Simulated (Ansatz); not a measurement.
Ideal-gas functions of `C#C[Si](F)Cl` radical at 800 K and 1 bar, from an Ansatz frequency run at PBE0-D4/def2-TZVP.

Molar mass 107.57 g/mol, point group C1 (symmetry number 1), electronic degeneracy 2, moments of inertia 108.764, 221.895, 314.238 u Å². Harmonic wavenumbers (cm⁻¹, unscaled): 109, 162, 231, 324, 375, 542, 673, 727, 750, 905, 2145, 3461.

Use S(trans) = R[1.5 ln M + 2.5 ln T − 1.1517]; rotational temperatures θ = 24.2544 K / I; S(rot) = R[ln(√π/σ · √(T³/θAθBθC)) + 1.5]; for each mode x = 1.438777 ν̃/T, S = R[x/(eˣ − 1) − ln(1 − e⁻ˣ)] and H = RT x/(eˣ − 1); 1 cm⁻¹ = 0.0119627 kJ/mol; R = 8.31446 J/(mol·K).

By hand: the entropy, in J/(mol·K).

Translation 187.7. Rotation: θ = 0.223, 0.1093, 0.0772 K, giving 126.7. Vibration, mode by mode: 21.88, 18.60, 15.68, 12.92, 11.75, 8.85, 7.22, 6.65, 6.43, 5.13, 0.87, 0.12, in all 116.1. Electronic 5.8. Sum 436.3 J/(mol·K).

By hand: H − E and G − E in kJ/mol, counted from the electronic energy.

Zero-point energy ½ × 10404 × 0.0119627 = 62.2; thermal vibration 43.7; translation, rotation and pV give 4 RT = 26.6. H − E = 132.5 kJ/mol, and G − E = 132.5 − 800 × 436.3/1000 = -216.5 kJ/mol.

Vibration gives 27 % of the entropy, 21.9 J/(mol·K) of it from the mode under 150 cm⁻¹: soft modes count most, and the harmonic formula is weakest for them. The sum counts one conformer and one mirror image; others add a mixing term.
